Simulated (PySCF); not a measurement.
## Ionising HgO

PBE0; basis Hg def2-SVP with ECP60, O def2-SVP; scalar-relativistic core potentials; PySCF 2.14. Neutral (UKS): triplet (σ ↑, π ↑), Re = 2.271 Å, ωe = 226 cm⁻¹, De = 0.29 eV, HOMO -7.31 eV, LUMO -3.58 eV.

HgO⁺ (UKS): doublet (π ↑), Re = 2.011 Å, ωe = 462 cm⁻¹, De = 0.86 eV to Hg⁺ + O. The energies at the minima are -228.44553 hartree for HgO and -228.09301 for HgO⁺.

Task: Work out the adiabatic ionisation energy, without and with harmonic zero-point energies (1 hartree = 27.2114 eV, 1 eV = 8065.5 cm⁻¹), and the change of the bond length.

Result: At PBE0: 0.35252 hartree = 9.593 eV between the minima; the zero-point term (462.0 − 226.0)/2 cm⁻¹ = +0.015 eV makes it 9.607 eV. Re changes by -26.0 pm against the neutral. The electron leaves a σ orbital, and the shorter bond of the ion fits an antibonding orbital, or a change in how ionic the bond is.

Weak bonds: HgO. Basis-set superposition, not corrected here, can be much of De in a small basis, most of all at correlated wavefunction levels. These are scalar-relativistic numbers at best; spin–orbit coupling would shift them, the dissociation energy most. For an ion De counts to the pair picked by the measured ionisation energies or electron affinities, which need not be the lowest pair at this level. States were picked by a PBE0 search and need not be the measured ground states.
